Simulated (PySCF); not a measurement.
A structure optimised at B3LYP-D3(BJ)/def2-SVP, used in a PySCF frequency run:

```
C
H 1 1.0998
H 1 1.1036 2 107.16
C 1 1.5338 2 113.47 3 121.39
H 4 1.0998 1 115.93 2 -83.49
H 4 1.1055 5 106.89 1 -124.51
C 4 1.5323 5 110.93 6 -115.96
O 7 1.2050 4 125.95 5 42.22
C 7 1.5323 8 125.95 4 -180.00
H 9 1.0998 7 110.93 8 42.22
H 9 1.1055 10 106.89 7 115.96
C 9 1.5338 10 115.93 11 124.51
H 12 1.0998 9 113.47 10 -83.49
H 12 1.1036 13 107.16 9 -121.39
```
Charge 0, spin multiplicity 1.

### Question
Write its SMILES, formula and point group.

### Answer
O=C1CCCC1, C₅H₈O, C2

### Question
What are its rotational constants (standard atomic weights)?

### Answer
6.6085, 3.3357, 2.3974 GHz
